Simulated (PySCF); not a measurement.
C3H10SeSi, SMILES CCC[SiH2][SeH], GFN2-xTB optimised geometry.

```
15

C      2.11    -0.92     0.00
C      0.59    -0.92     0.00
C      0.02     0.50     0.00
Si    -1.88     0.56    -0.06
Se    -2.58    -0.53    -1.96
H      2.50    -1.93    -0.01
H      2.50    -0.41     0.88
H      2.50    -0.40    -0.88
H      0.23    -1.45     0.88
H      0.23    -1.45    -0.88
H      0.44     1.05    -0.85
H      0.36     1.02     0.90
H     -2.50    -0.18     1.03
H     -2.36     1.93    -0.13
H     -1.38    -0.31    -2.71
```

Density from B3LYP/def2-TZVP run with PySCF 2.14.0 at that geometry.

Minimum of the electron density along straight lines between bonded atoms, close to the bond critical point (lines longer than 1.1 times the sum of covalent radii, or with two minima, are not listed):

```
bond     length / Å  ρ at the minimum / e bohr⁻³  ∇²ρ there / e bohr⁻⁵  position (fraction from the first atom)
-------  ----------  ---------------------------  --------------------  ---------------------------------------
C1–C2         1.524                        0.248                 -0.62                                     0.50
C2–C3         1.527                        0.244                 -0.59                                     0.50
C3–Si4        1.902                        0.120                  0.12                                     0.61
Si4–Se5       2.295                        0.089                 -0.02                                     0.35
C1–H6         1.087                        0.281                 -0.97                                     0.64
C1–H7         1.088                        0.280                 -0.96                                     0.64
C1–H8         1.088                        0.280                 -0.96                                     0.64
C2–H9         1.092                        0.281                 -0.97                                     0.64
C2–H10        1.094                        0.281                 -0.97                                     0.64
C3–H11        1.093                        0.275                 -0.92                                     0.64
C3–H12        1.091                        0.276                 -0.92                                     0.64
Si4–H13       1.460                        0.127                  0.18                                     0.49
Si4–H14       1.463                        0.127                  0.17                                     0.49
Se5–H15       1.435                        0.184                 -0.31                                     0.62
```
